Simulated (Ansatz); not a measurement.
A nudged elastic band was laid between two geometries of C2H9NSeSi (14 atoms, charge 0, multiplicity 1).

The calculation used RKS PBE0-D4/def2-SVP in Ansatz.

```
movable images  : 9
climbing image  : yes
spring          : 5.0 eV/Å²
optimiser       : quadratic models (default)
start path      : through a guess of the saddle point
force threshold : 0.05 eV/Å
iteration limit : 19
end points      : relaxed
```

First end point:

```xyz
14
Properties=species:S:1:pos:R:3
C -1.504 0.144 0.106
C -0.325 -0.777 0.323
N -0.618 -1.790 1.269
Se 1.323 0.302 0.891
Si 1.740 1.342 -1.081
H -1.293 0.903 -0.661
H -1.763 0.673 1.036
H -2.375 -0.450 -0.214
H -0.010 -1.243 -0.623
H 0.157 -2.432 1.410
H -0.894 -1.409 2.171
H 1.583 0.365 -2.205
H 0.821 2.493 -1.349
H 3.144 1.848 -1.045
```

Last end point:

```xyz
14
Properties=species:S:1:pos:R:3
C -1.550 0.239 0.309
C -0.298 -0.606 0.401
N -0.429 -1.594 1.434
Se 1.283 0.503 0.920
Si 1.811 1.238 -1.165
H -1.444 1.039 -0.437
H -1.774 0.694 1.285
H -2.408 -0.389 0.011
H -0.048 -1.013 -0.599
H 0.317 -2.284 1.393
H -1.321 -2.080 1.360
H 1.991 0.089 -2.107
H 0.766 2.140 -1.742
H 3.091 1.994 -1.036
```

Q: Which bonds break or form, and what moves?

A: No bond is made or broken. The height of N3 over the plane of its neighbours goes from 0.34 to -0.36 Å.

Q: Give the energies along the band, and the barrier.

A: The forces met the threshold. The highest image is number 7 of 0 to 10, 0.192 eV above the first end and 0.043 eV above the last; the last end lies 0.148 eV above the first. A vibrational analysis at the climbing image gives one clearly imaginary mode, 376i cm⁻¹: a first-order saddle point.

```tsv
image	path coordinate (Å)	energy (eV)	height of N3 over the plane of its neighbours (Å)
0	0.00	0.000	0.34
1	0.20	0.000	0.34
2	0.40	0.002	0.34
3	0.61	0.003	0.34
4	0.81	0.013	0.31
5	1.01	0.059	0.22
6	1.22	0.148	0.05
7	1.42	0.192	-0.15
8	1.76	0.172	-0.31
9	2.10	0.153	-0.35
10	2.44	0.148	-0.36
```

Q: What is the geometry of the highest image?

A: 
```xyz
14
Properties=species:S:1:pos:R:3
C -1.499 0.185 0.242
C -0.273 -0.689 0.389
N -0.438 -1.687 1.360
Se 1.336 0.489 0.899
Si 1.795 1.315 -1.160
H -1.336 0.995 -0.482
H -1.756 0.650 1.207
H -2.355 -0.423 -0.096
H 0.029 -1.108 -0.584
H 0.009 -2.581 1.231
H -1.274 -1.685 1.925
H 1.930 0.204 -2.156
H 0.736 2.242 -1.675
H 3.084 2.063 -1.072
```

Q: What are the harmonic wavenumbers there?

A: 376i, 43, 77, 110, 216, 262, 290, 301, 411, 448, 537, 597, 612, 900, 922, 941, 960, 974, 1016, 1194, 1205, 1281, 1374, 1418, 1455, 1462, 1607, 2201, 2203, 2243, 3047, 3080, 3141, 3177, 3652, 3778 cm⁻¹.

The band took 12 iterations and of the order of 19 core-minutes.

Run time: 10 min on 2 threads of Intel(R) Xeon(R) Platinum 8375C CPU @ 2.90GHz (Ice Lake) (shared host), peak memory 0.43 GiB.
